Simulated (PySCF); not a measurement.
Ar⁺: ionisation energy

Ar⁺ [Ne] 3s2 3p5 (2P) → Ar²⁺ [Ne] 3s2 3p4 (3P), as a difference of total energies. Calculation: PySCF 2.14, in x2c-TZVPPall with one added diffuse shell each of s, p, d type (6s6p4d1f, 51 functions); scalar relativity by spin-free X2C-1e. Correlated levels: valence: [Ne] frozen. The calculations carry no spin-orbit coupling.

```csv
method,ionisation energy (eV)
UHF,26.350
MP2 (valence),27.328
SCS-MP2 (valence),27.323
CCSD (valence),27.294
CCSD(T) (valence),27.328
```

Question: How much does correlation contribute at CCSD(T) (valence)?

Answer: 27.328 − (26.350) = 0.978 eV, measured against UHF.

A first-order spin-orbit estimate (lowest level to lowest level, LS coupling) adds -0.007 eV.

Errors of the correlated levels include the incompleteness of this basis and the frozen core.

For comparison: 27.630 eV (measured; NIST Atomic Spectra Database, ionization energies).
